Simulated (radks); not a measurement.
Results of a calculation; reference values are marked as such.
The zirconium ion Zr2+, configuration [Kr] 4d2 (the NIST ground configuration). Code: a radial shooting solver on a logarithmic mesh with Libxc functionals. Model: Dirac Kohn-Sham, PBEsol, spin-unpolarised, spherical densities, point nucleus; open shells fill j = l - 1/2 first. Some entries of the table are withheld. Estimate them.

| orbital | occ. | eigenvalue (Ry) | <r^2> (bohr^2) | <1/r> (bohr^-1) |
|---|---|---|---|---|
| 1s1/2 | 2 | -1309.754 | (1) | 41.24 |
| 2s1/2 | 2 | -182.3697 | 0.03114 | 9.336 |
| 2p1/2 | 2 | (2) | 0.02362 | 9.312 |
| 2p3/2 | 4 | (3) | 0.02500 | 8.910 |
| 3s1/2 | 2 | -30.75735 | 0.2413 | 3.159 |
| 3p1/2 | 2 | -25.06053 | (4) | (5) |
| 3p3/2 | 4 | -24.05630 | (6) | (7) |
| 3d3/2 | 4 | -14.00336 | 0.2457 | 2.755 |
| 3d5/2 | 6 | -13.81984 | 0.2495 | 2.730 |
| 4s1/2 | 2 | -5.05968 | 1.667 | 1.121 |
| 4p1/2 | 2 | -3.52990 | (8) | 0.9987 |
| 4p3/2 | 4 | -3.39849 | (9) | 0.9724 |
| 4d3/2 | 2 | -1.27299 | 4.737 | 0.6618 |
| 4d5/2 | 0 | -1.26150 | 4.809 | 0.6563 |

Answer. 
(1) 1s1/2 <r^2> (bohr^2): 0.001854
(2) 2p1/2 eigenvalue (Ry): -167.0631
(3) 2p3/2 eigenvalue (Ry): -160.7590
(4) 3p1/2 <r^2> (bohr^2): 0.2417
(5) 3p1/2 <1/r> (bohr^-1): 3.055
(6) 3p3/2 <r^2> (bohr^2): 0.2528
(7) 3p3/2 <1/r> (bohr^-1): 2.958
(8) 4p1/2 <r^2> (bohr^2): 2.069
(9) 4p3/2 <r^2> (bohr^2): 2.163
